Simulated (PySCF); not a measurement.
## CaF: from constants to spectrum

UHF-CCSD(T) constants of CaF, ²Σ⁺ (doublet), unpaired electrons σ ↑ (PySCF, no relativity, basis sets Ca def2-SVPD, F def2-SVPD; masses 39.9626 and 18.9984 u):

```
ωe           : 581.9 cm⁻¹
ωexe         : 2.89 cm⁻¹
Be           : 0.32774 cm⁻¹
αe           : 0.00231 cm⁻¹
De to Ca + F : 5.45 eV
```

Task: What force constant and bond length do these constants imply?

Result: Reduced mass μred = 12.877 u; k = 5.8918×10⁻⁷·μred·ωe² (u, cm⁻¹, mdyn/Å) = 2.57 mdyn/Å; Re = √(16.8576/(μred·Be)) (u, cm⁻¹, Å) = 1.999 Å.

Task: Estimate the centrifugal constant D from the Kratzer relation and find the Dunham coefficient a1.

Result: D = 4Be³/ωe² = 4.16e-07 cm⁻¹; a1 = −1 − αeωe/(6Be²) = -3.09.

Correlated steps freeze 6 core orbitals. Correlated levels converge slowly with the basis: in double zeta they bind strong bonds too weakly, by up to about 1 eV, and carry superposition errors of some tenths. The state is the lowest determinant that a PBE0 search found; another state may lie lower at other levels.
